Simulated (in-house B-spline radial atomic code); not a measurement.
The numbers below are computed, except where a source is named.
**Stopping of slow ions oscillates with Z: Mg to Fe at r_s = 3.6**

A nucleus sits in a uniform electron gas with a rigid positive background. The Kohn-Sham equations are solved self-consistently in the spin-unpolarised LDA (PW92), non-relativistic, on B-splines with outgoing waves at the boundary and partial waves to l = 8. The model has no lattice, no bands and no magnetic solution. Atomic units; δ_l are the phase shifts at the Fermi level, counted so that each bound state adds π, and good to about 0.0005. A narrow, partly filled d or f resonance in a thin gas would split by spin, so such rows rest on a solution that is probably unstable.

The density parameter is r_s = 3.6 bohr. The friction coefficient Q = n k_F σ_tr gives dE/dx = Q v for slow ions.

| ion | δ0/π | δ1/π | δ2/π | δ3/π | σ_tr (bohr²) | Q (a.u.) |
| --- | --- | --- | --- | --- | --- | --- |
| Mg | 2.265 | 1.222 | 0.014 | -0.000 | 33.78 | 0.0921 |
| Al | 2.389 | 1.356 | 0.009 | -0.000 | 70.11 | 0.1912 |
| Si | 2.475 | 1.498 | 0.005 | 0.001 | 88.65 | 0.2418 |
| P | 2.543 | 1.636 | 0.007 | 0.002 | 78.42 | 0.2139 |
| S | 2.616 | 1.759 | 0.018 | 0.003 | 55.26 | 0.1507 |
| Cl | 2.711 | 1.865 | 0.036 | 0.003 | 34.14 | 0.0931 |
| Ar | 2.832 | 1.958 | 0.058 | 0.001 | 19.21 | 0.0524 |
| K | 2.958 | 2.041 | 0.088 | -0.002 | 15.18 | 0.0414 |
| Ca | 3.042 | 2.082 | 0.153 | -0.006 | 35.46 | 0.0967 |
| Sc | 3.073 | 2.076 | 0.254 | -0.009 | 96.43 | 0.2630 |
| Ti | 3.090 | 2.061 | 0.360 | -0.009 | 169.60 | 0.4626 |
| V | 3.104 | 2.047 | 0.464 | -0.009 | 215.84 | 0.5888 |
| Cr | 3.116 | 2.036 | 0.567 | -0.008 | 215.83 | 0.5887 |
| Mn | 3.127 | 2.028 | 0.668 | -0.007 | 173.35 | 0.4729 |
| Fe | 3.140 | 2.024 | 0.766 | -0.006 | 109.51 | 0.2987 |

Task: Where are the largest and smallest frictions, and what do the phase shifts say there?

Result: Largest: V, Q = 0.5888; smallest: K, Q = 0.0414, a ratio of 14.2. For the largest δ2/π = 0.46: the d resonance is about half filled and sits at the Fermi level, where it scatters most. For the smallest the differences δ_l − δ_(l+1), measured from the nearest multiple of π, are 0.08π, 0.05π, 0.09π; σ_tr grows with the sines of these.

Task: At equal speed, Lindhard and Scharff's formula, with silicon as an example target, scales as Z^(7/6)/(Z^(2/3) + 14^(2/3))^(3/2). How does its rise from the first ion to the last compare?

Result: It rises smoothly by 0.8034/0.4943 = 1.63, while Q changes by 0.299/0.092 = 3.24. The statistical formula averages over shells, so it can't show the oscillation.
